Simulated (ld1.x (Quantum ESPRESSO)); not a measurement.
# bismuth (Bi), TM: configuration errors across variants

* Element: bismuth
* Generator: ld1.x (Quantum ESPRESSO) 7.5
* Type: norm-conserving Troullier–Martins (Kleinman–Bylander form)
* Functional: PBE
* Relativity: scalar-relativistic
* Frozen core: [Kr] 4d10 4f14
* Valence charge: 23
* Reference configuration: 5s2 5p6 5d10 6s2 6p2.75 (charge +0.25)
* Partial waves: 5s (bound): rc 1.40 bohr; 5p (bound): rc 1.25 bohr; 5d (bound): rc 1.25 bohr
* Local potential: all-electron potential smoothed inside 1.25 bohr (lloc = -2)
* Core correction: none

Occupied shells without a wave of their own: 6p, 6s. They enter only through the test configuration that unscreens the potential.

All-electron excitation energies from the reference (eV): (1) 5s2 5p6 5d10 6s2 6p3 -1.342; (2) 5s2 5p6 5d10 6s2 6p3.3 -2.436; (3) 5s2 5p6 5d10 6s1 6p4 8.740; (4) 5s2 5p6 5d10 6s0 6p5 19.159.

For the base: The 6p, 6s levels have no wave, so the channel is fitted at the deeper level alone: the likely source of the large errors.

On the changes marked as counting shells twice: ld1.x takes every shell without a wave as core, so the model core holds the marked electrons as well and exchange and correlation see them twice. This cancels in the reference configuration, but the file is broken for other ones, and its errors say nothing about a proper core correction.

Tests that are not counted but printed errors over 1 eV. “base”: 5s2 5p6 5d10 6s2 6p2 (solver errors, printed error -5862 eV); 5s2 5p6 5d10 6s1 6p0 (pseudo-atom not self-consistent, printed error -240 eV); 1 more. “core correction full core density, not smoothed (it rises at the typed radius of 1.56 bohr, so ld1.x skipped the fit) (6p, 6s counted twice)”: 5s2 5p6 5d10 6s1 6p0 (solver errors, printed error -13.3 eV).

4 further variants failed, have other tests or too few solved ones, and are left out.

The file “base” misses its own reference levels by 3.6 eV. The file “wave 5p (bound): rc 1.25 bohr becomes 5p (bound): rc 1.76 bohr” misses its own reference levels by 3.6 eV. The file “core correction full core density, not smoothed (it rises at the typed radius of 1.56 bohr, so ld1.x skipped the fit) (6p, 6s counted twice)” misses its own reference levels by 3.6 eV.

Errors AE − PS in meV (a dash: test not solved or not reliable):

```tsv
change	(1)	(2)	(3)	(4)	bound ghosts
base	+408	+818	+5806	+11475	none
wave 5p (bound): rc 1.25 bohr becomes 5p (bound): rc 1.76 bohr	+296	+595	+5249	+10492	none
core correction full core density, not smoothed (it rises at the typed radius of 1.56 bohr, so ld1.x skipped the fit) (6p, 6s counted twice)	+402	+789	+5790	+11437	none
```

Question: Give the same row for: wave 5d (bound): rc 1.25 bohr becomes 5d (bound): rc 0.88 bohr.

Answer: +408, +818, +5805, +11473; bound ghosts: none. Not counted: 5s2 5p6 5d10 6s2 6p2 (solver errors, printed error -51.0 eV); 5s2 5p6 5d10 6s1 6p0 (solver errors, printed error -12.1 eV).
